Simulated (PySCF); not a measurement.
GeI2, SMILES [Ge]([I])[I] (connectivity only; charge and spin as stated), neutral, multiplicity 1. Atoms are numbered in the order given.

```xyz
3

Ge     0.0000     0.0000     1.2281
I      0.0000     2.0072    -0.3708
I      0.0000    -2.0072    -0.3708
```

Geometry: r2SCAN-D4/def2-SVP. The isomer is the one that the SMILES or the coordinates give; other isomers of the formula were not compared. The def2 effective core potentials stand for the cores of I; spin–orbit coupling is left out.

Calculation: M06-2X/def2-TZVPD in PySCF.

Mulliken values depend strongly on the basis, most of all with diffuse functions as here. ESP charges are fitted to the potential on shells at 1.4 to 2.0 van der Waals radii. Atomic charges (e):

```json
[
 {"atom": "Ge1", "ESP fit": "[?]", "Mulliken": "0.24"},
 {"atom": "I2", "ESP fit": "[?]", "Mulliken": "-0.12"},
 {"atom": "I3", "ESP fit": "[?]", "Mulliken": "-0.12"}
]
```

Question: What belongs in the gaps? (Estimate from the structure and the level; the computed values follow.)

Answer: 
- Ge1, ESP fit: 0.23
- I2, ESP fit: -0.12
- I3, ESP fit: -0.12
